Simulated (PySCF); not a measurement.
Molecule: `C[NH2+][BH2-]N`, CH₉BN₂.

Geometry (Å), atoms numbered from 1 in this order:
```xyz
13

C    -2.0448    0.0244   -0.3612
N    -0.7280   -0.2882    0.1846
B     0.4737    0.8474   -0.0947
N     1.6921    0.3002    0.5724
H    -2.3832    0.9787    0.0632
H    -2.7870   -0.7587   -0.1459
H    -1.9525    0.1552   -1.4473
H    -0.7558   -0.4118    1.1980
H    -0.3643   -1.1687   -0.1833
H     0.5138    0.8960   -1.3270
H    -0.0011    1.8678    0.4113
H     2.0546    0.8612    1.3350
H     2.4649    0.0865   -0.0477
```

Geometry PBE0-D3(BJ)/def2-SVP throughout; GIAO in PySCF 2.14, gas phase, one conformer, non-relativistic; equivalent atoms averaged; functional PBE0.

(1) How do the absolute shieldings σ depend on the basis set? (ppm; last column core-seconds on shared hosts with different chips, so compare them loosely)

(2) Which nucleus moves most, in ppm?

(3) Taking the largest basis, pcSseg-2 (270 functions), as the yardstick, rank the others by their worst heavy-atom deviation.

Results:

(1) 
```csv
basis set,functions,C1,N2,N4,B3,H5/H6/H7,H8/H9,H10/H11,H12/H13,core-s
STO-3G,29,198.3,278.1,303.5,128.8,30.38,30.50,31.27,33.65,2
6-31G,54,173.2,214.9,248.0,123.4,30.10,30.88,29.35,32.67,3.9
pcSseg-0,54,163.9,207.5,249.7,115.2,30.11,31.58,29.16,32.83,2.9
6-31G*,74,167.8,209.0,248.0,120.3,29.61,30.13,29.06,32.20,4.8
def2-SVP,101,168.2,205.8,254.4,119.0,29.12,29.51,28.71,31.41,6.2
cc-pVDZ,101,170.2,206.1,256.0,120.3,28.96,29.48,28.58,31.52,5.4
pcSseg-1,113,157.4,193.1,244.5,109.1,28.85,29.37,28.56,31.12,12
"6-311+G(2d,p)",162,160.2,196.0,240.4,111.4,29.21,29.62,28.68,31.47,12
aug-cc-pVDZ,173,169.7,205.9,250.8,117.3,29.01,29.34,28.53,31.18,11
def2-TZVP,178,159.7,196.0,244.5,111.2,29.19,29.55,28.64,31.53,14
IGLO-III,230,156.5,192.9,239.0,107.3,29.04,29.35,28.63,31.22,16
cc-pVTZ,246,160.6,196.6,245.3,111.5,28.94,29.23,28.61,31.21,17
pcSseg-2,270,156.2,192.7,240.2,106.9,28.90,29.14,28.58,30.93,29
```

(2) N2 (donor nitrogen of a Lewis adduct): from 192.7 ppm with pcSseg-2 to 278.1 ppm with STO-3G. The smallest spread is 1.52 ppm, at H5/H6/H7. Proton shifts span only some 12 ppm, so a few tenths of a ppm matter as much there as several ppm in carbon.

(3) IGLO-III 1.2 ppm (230 functions), pcSseg-1 4.4 ppm (113 functions), def2-TZVP 4.4 ppm (178 functions), 6-311+G(2d,p) 4.5 ppm (162 functions), cc-pVTZ 5.1 ppm (246 functions), aug-cc-pVDZ 13.5 ppm (173 functions), def2-SVP 14.2 ppm (101 functions), pcSseg-0 14.8 ppm (54 functions), cc-pVDZ 15.9 ppm (101 functions), 6-31G* 16.3 ppm (74 functions), 6-31G 22.2 ppm (54 functions), STO-3G 85.5 ppm (29 functions).

A small basis that lands close on one nucleus may do so by chance; judge by the trend and by all nuclei.
